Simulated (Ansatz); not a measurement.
`[SiH3][SiH]1CO1` + `[AsH3]` → `[AsH2][SiH]1CO1` + SiH₄  (cleavage of the Si–Si bond)

Calculated with Ansatz (gas phase, PBE0-D4/def2-TZVP geometries, no zero-point term in ΔE). CCSD(T)/CBS is the MP2 limit (def2-TZVPP, def2-QZVPP) plus CCSD(T) − MP2 in def2-TZVPP, frozen cores. This one scheme is used for every species. Functionals use def2-TZVPP. B3LYP here is the variant with VWN-RPA as its local correlation; programs differ in this. For As outer-core shells are correlated without core-valence functions, which leaves a few kJ/mol of doubt a bond. Scalar relativity is left out up to krypton.

`[SiH3][SiH]1CO1`:

Z-matrix (Å, degrees):
```
Si
Si 1 2.329
H 1 1.487 2 110.7
H 1 1.488 2 109.4 3 119.8
H 1 1.485 2 108.8 3 -120.5
C 2 1.814 1 121.8 3 132.9
O 2 1.674 1 116.3 3 76.2
H 2 1.485 1 116.7 3 -65.1
H 6 1.089 2 121.0 1 160.4
H 6 1.088 2 122.0 1 1.6
```

`[AsH3]`:

Cartesian coordinates in Å:
```
As 0.247 0.130 0.571
H 0.133 -1.275 -0.003
H -1.181 0.468 0.168
H 0.801 0.676 -0.737
```

`[AsH2][SiH]1CO1`:

Z-matrix (Å, degrees):
```
Si
C 1 1.809
O 1 1.667 2 49.8
As 1 2.346 2 120.4 3 -99.3
H 1 1.483 2 120.2 3 98.8
H 2 1.088 1 121.6 3 -100.0
H 2 1.088 1 121.8 3 100.1
H 4 1.525 1 90.4 2 -114.3
H 4 1.524 1 91.6 2 154.1
```

SiH₄:

```xyz
5

Si    0.000    0.000    0.000
H     1.310    0.659    0.231
H    -0.202   -0.203   -1.457
H    -1.087    0.859    0.535
H    -0.022   -1.314    0.691
```

| level | ΔE (kJ/mol) |
| --- | --- |
| B3LYP-D4 | -30.8 |
| B3LYP | -29.3 |
| SCS-MP2/def2-TZVPP | -37.2 |
| CCSD(T)/def2-TZVPP | -31.5 |
| HF/def2-QZVPP | -31.9 |
| HF/CBS(def2) | -31.9 |
| MP2/CBS(def2) | -40.5 |
| CCSD/CBS(def2) | -32.3 |

(1) What does CCSD(T)/CBS give? (Estimate.)

Largest T1 diagnostic among the species: 0.015.

Answers

(1) Ansatz gave: -32.6 kJ/mol. The listed levels differ from it by 1.8, 3.3, -4.6, 1.1, 0.7, 0.7, -7.9, 0.3 kJ/mol.
